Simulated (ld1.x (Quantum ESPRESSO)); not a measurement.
## arsenic (As): one change to a TM potential, before and after

```
Element                 : As
Generator               : ld1.x (Quantum ESPRESSO) 7.5
Type                    : norm-conserving Troullier–Martins (Kleinman–Bylander form)
Functional              : LDA (PZ)
Relativity              : scalar-relativistic
Frozen core             : [Ar] 3d10
Valence charge          : 5
Reference configuration : 4s2 4p2.5 (charge +0.5)
Partial waves           : 4s (bound): rc 1.60 bohr; 4p (bound): rc 1.65 bohr
Local potential         : the p channel
Core correction         : a·sin(br)/r model core inside 1.55 bohr
```

Change: wave 4s (bound): rc 1.60 bohr becomes 4s (bound): rc 2.38 bohr.

Cutoffs: the cutoffs (Ry, on a coarse ladder) from which the occupation-weighted sum of valence levels, in a spherical-Bessel basis at the reference potential, stays within 10 and 1 mRy of its value at 400 Ry; they do not see the model core or the augmentation charge, which bear on the density cutoff. Errors are all-electron minus pseudo energies relative to the spin-unpolarised reference configuration.

Question: What does the change do?

Answer: The potential gets softer (35 Ry and 50 Ry → 18 Ry and 35 Ry); of the 9 tests that both files solve, the error grows in 5 and shrinks in 3 by more than 15 % and 0.3 meV (median size 18.9 → 12.5 meV); neither file shows a bound ghost. A larger radius leaves more room for a smooth pseudo-wave, so fewer plane waves are needed.

| quantity | base | changed |
| --- | --- | --- |
| cutoff, loose | 35 Ry | 18 Ry |
| cutoff, tight | 50 Ry | 35 Ry |
| loose cutoff by channel (10 mRy a level) | s 18 Ry, p 6 Ry | s 10 Ry, p 6 Ry |
| bound ghosts | none | none |
| error for 4s2 4p3, meV [ΔE -3.64 eV] | +0.3 | +0.7 |
| error for 4s2 4p2, meV [ΔE 5.69 eV] | -1.7 | -0.7 |
| error for 4s2 4p1, meV [ΔE 23.85 eV] | -19 | -3.2 |
| error for 4s0 4p5, meV [ΔE 15.57 eV] | -11 | -124 |
| error for 4s2 4p0, meV [ΔE 51.89 eV] | -84 | -12 |
| error for 4s2 4p3.3, meV [ΔE -4.91 eV] | +0.2 | +1.1 |
| error for 4s1 4p0, meV [ΔE 103.00 eV] | -260 | -275 |
| error for 4s2 4p2.5 (spin-polarised), meV [ΔE -1.03 eV] | +25 | +32 |
| error for 4s2 4p3 (spin-polarised), meV [ΔE -4.96 eV] | +30 | +38 |
